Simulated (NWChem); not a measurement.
C4H2F2O; SMILES Fc1coc(F)c1

Program: NWChem. Pople sets run with spherical d functions. The geometry was optimised at PBE0/def2-SVP. Level: PBE0/6-31G* with COSMO at NWChem's default radii, gas-phase geometry; rows give the dielectric constant.

```json
[
 {"dielectric constant": "2.0", "electrostatic solvation energy (kcal/mol)": "?", "dipole in solution (D)": "0.22"},
 {"dielectric constant": "7.6", "electrostatic solvation energy (kcal/mol)": "-2.1", "dipole in solution (D)": "0.25"},
 {"dielectric constant": "20.7", "electrostatic solvation energy (kcal/mol)": "-2.3", "dipole in solution (D)": "0.25"},
 {"dielectric constant": "25.0", "electrostatic solvation energy (kcal/mol)": "-2.3", "dipole in solution (D)": "0.26"},
 {"dielectric constant": "78.4", "electrostatic solvation energy (kcal/mol)": "-2.4", "dipole in solution (D)": "0.26"}
]
```

Task: What belongs in the gaps?

Result: 
- 2.0, electrostatic solvation energy (kcal/mol): -1.2
